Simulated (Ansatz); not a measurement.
Start from `[CH3][In]([F])[C]#N` and change one atom or group to get `N#[C][In]([F])[F]`.

Ansatz, PBE0-D4/def2-TZVP geometries, multiplicity 1. 

Elements past krypton have def2 core potentials.

| property | `[CH3][In]([F])[C]#N` |
| --- | --- |
| size of the dipole moment (ωB97M-V/def2-TZVPP) / D | 5.15 |
| LUMO energy (PBE/def2-TZVPP) / eV | -2.91 |
| HOMO–LUMO gap (ωB97M-V/def2-TZVPP) / eV | 10.95 |
| HOMO energy (PBE/def2-TZVPP) / eV | -7.79 |
| LUMO energy (ωB97M-V/def2-TZVPP) / eV | -0.54 |
| size of the dipole moment (PBE/def2-TZVPP) / D | 5.04 |

Problem. Give the same properties after the change, and the shifts. (Estimate.)

Solution. Computed: 
| property | `N#[C][In]([F])[F]` | shift |
| --- | --- | --- |
| size of the dipole moment (ωB97M-V/def2-TZVPP) / D | 0.49 | -4.66 |
| LUMO energy (PBE/def2-TZVPP) / eV | -3.81 | -0.90 |
| HOMO–LUMO gap (ωB97M-V/def2-TZVPP) / eV | 12.18 | 1.23 |
| HOMO energy (PBE/def2-TZVPP) / eV | -8.98 | -1.19 |
| LUMO energy (ωB97M-V/def2-TZVPP) / eV | -0.90 | -0.36 |
| size of the dipole moment (PBE/def2-TZVPP) / D | 0.49 | -4.55 |

With PBE0 the HOMO falls by 1.49 eV and the LUMO falls by 0.71 eV, so the gap widens by about 0.78 eV. PBE moves the HOMO by -1.19 eV and ωB97M-V by -1.59 eV. Dipoles are sizes alone; their direction can turn.
